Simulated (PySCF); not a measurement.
B(H)(OSiH3)2, H7BO2Si2, SMILES [SiH3]OBO[SiH3], B3LYP/def2-SVP optimised geometry.

```
12

B     -1.28     1.02     0.78
H     -1.45     2.16     0.41
O     -1.81     0.58     1.96
Si    -2.73     1.26     3.18
H     -1.97     1.18     4.45
H     -4.00     0.49     3.30
H     -3.04     2.69     2.87
O     -0.56     0.18     0.00
Si    -0.04    -1.41     0.00
H      1.45    -1.41     0.00
H     -0.54    -2.05    -1.25
H     -0.55    -2.16     1.19
```

Density from B3LYP/def2-TZVP (PySCF) at that geometry.

Minimum of the electron density along straight lines between bonded atoms, close to the bond critical point (lines longer than 1.1 times the sum of covalent radii, or with two minima, are not listed):

```csv
bond,length / Å,ρ at the minimum / e bohr⁻³,∇²ρ there / e bohr⁻⁵,position (fraction from the first atom)
B1–H2,1.211,0.185,[?],0.44
B1–O3,1.362,0.203,0.91,0.33
O3–Si4,1.677,0.126,0.73,0.59
Si4–H5,1.488,0.124,0.13,0.49
Si4–H6,1.488,0.124,0.13,0.49
Si4–H7,1.491,0.123,[?],0.49
B1–O8,1.355,0.207,0.96,0.33
O8–Si9,1.678,0.125,0.71,0.59
Si9–H10,1.488,0.123,0.13,0.49
Si9–H11,1.488,0.123,0.13,0.49
Si9–H12,1.489,0.123,0.13,0.49
```

Fill in the missing entries.


- B1–H2, ∇²ρ there / e bohr⁻⁵: -0.45
- Si4–H7, ∇²ρ there / e bohr⁻⁵: 0.14
